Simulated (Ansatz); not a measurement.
Sn₃⁺. Total charge 1; doublet. Geometry PBE0-D4/def2-SVP, that of the neutral singlet; atoms count from 1.

```
atom    x (Å)    y (Å)    z (Å)
 Sn1   0.3454  -1.0508   1.4523
 Sn2   0.8794   1.0764  -0.0989
 Sn3  -1.2248  -0.0256  -1.3534
```

In the def2 sets Sn takes a core potential; there is no spin–orbit coupling. The charge 1 doublet is spin-contaminated (final ⟨S²⟩ up to 0.96, 0.75 for a pure state). The structure comes from a short search, and lower isomers may exist.

Estimate the Mulliken populations from the PBE0/def2-TZVP orbitals of Ansatz.


```json
{"atom": "Sn1", "charge (e)": "0.40", "spin (α − β)": "0.11"}
{"atom": "Sn2", "charge (e)": "0.20", "spin (α − β)": "0.78"}
{"atom": "Sn3", "charge (e)": "0.40", "spin (α − β)": "0.11"}
```
Mulliken values and Mayer orders depend strongly on the basis.

Where does the spin sit?

Summed by element: Sn 1.00, of 1 unpaired in all. Largest on single atoms: Sn2 0.78, Sn3 0.11, Sn1 0.11.

And the Mayer bond orders between bonded heavy atoms (over 0.3)?

Sn1–Sn2 1.30 (2.69 Å); Sn1–Sn3 0.89 (3.37 Å); Sn2–Sn3 1.30 (2.69 Å).
